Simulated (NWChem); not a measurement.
Species: C5H5F; SMILES C#C/C(F)=C/C

All runs: NWChem. Geometry: optimised at PBE0/def2-SVP. Level: M05-2X/def2-SVP with COSMO at NWChem's default radii, gas-phase geometry; rows give the dielectric constant.

For dielectric constant 20.7:

```yaml
electrostatic solvation energy (kcal/mol): -3.6
dipole in solution (D): 2.10
```

Q: How do the values read with dielectric constant 2.0 instead?

A: 
| Item | Value |
|---|---|
| electrostatic solvation energy (kcal/mol) | -1.8 |
| dipole in solution (D) | 1.84 |
